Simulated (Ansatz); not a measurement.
Te₃Pd₂, 5 atoms. Hardware: 4 threads of Arm Neoverse V2 on a shared host.

In the def2 sets Pd, Te take a core potential; there is no spin–orbit coupling. Correlated methods freeze 12 core orbitals; core or outer-core shells of Pd, Te are correlated, in sets that lack core-valence functions.

Q: How many basis functions does each of these Ansatz runs have, and roughly what does it cost? PBE0-D4/def2-SVP, charge 0 singlet, energy, from earlier orbitals; B2PLYP/def2-TZVP, charge 0 singlet, energy, from earlier orbitals; PBE-D4/def2-TZVP, charge 0 singlet, energy and forces, from earlier orbitals; PBE0-D4/def2-TZVP, charge 0 singlet, energy, from earlier orbitals; PBE-D4/def2-SVP, charge 0 singlet, energy, from earlier orbitals; MP2/def2-TZVP, charge 0 singlet, energy, from earlier orbitals; r2SCAN-D4/def2-TZVP, charge 0 singlet, energy, from earlier orbitals; HF/STO-3G, charge 0 singlet, energy; HSE06-D4/def2-TZVP, charge 0 singlet, energy, from earlier orbitals; CCSD(T)/def2-SVP, charge 0 singlet, energy, from earlier orbitals; CAM-B3LYP-D4/def2-TZVP, charge 0 singlet, energy, from earlier orbitals; r2SCAN-D4/def2-SVP, charge 0 singlet, relaxation, 7 steps.

A: Other jobs shared the machine, so times can vary by a factor of up to 3. A dash marks memory too small to be measured apart from the calling script's.

```tsv
run	functions	fitting or Cholesky vectors	wall time	peak host memory (GiB)
PBE-D4/def2-SVP, charge 0 singlet, energy, from earlier orbitals	140	1528	2.2 s	–
PBE0-D4/def2-SVP, charge 0 singlet, energy, from earlier orbitals	140	1663	4.5 s	–
PBE-D4/def2-TZVP, charge 0 singlet, energy and forces, from earlier orbitals	230	1876	5 s	–
PBE0-D4/def2-TZVP, charge 0 singlet, energy, from earlier orbitals	230	2124	7.5 s	1.1
HSE06-D4/def2-TZVP, charge 0 singlet, energy, from earlier orbitals	230	2124	8 s	1.1
r2SCAN-D4/def2-TZVP, charge 0 singlet, energy, from earlier orbitals	230	1876	9 s	–
CAM-B3LYP-D4/def2-TZVP, charge 0 singlet, energy, from earlier orbitals	230	1966	9.5 s	1.2
HF/STO-3G, charge 0 singlet, energy	135	1548	12 s	0.79
MP2/def2-TZVP, charge 0 singlet, energy, from earlier orbitals	230	2220	12 s	1
B2PLYP/def2-TZVP, charge 0 singlet, energy, from earlier orbitals	230	2220	14 s	0.95
r2SCAN-D4/def2-SVP, charge 0 singlet, relaxation, 7 steps	140	1528	27 s	–
CCSD(T)/def2-SVP, charge 0 singlet, energy, from earlier orbitals	140	1663	2.6 min	1.9
```
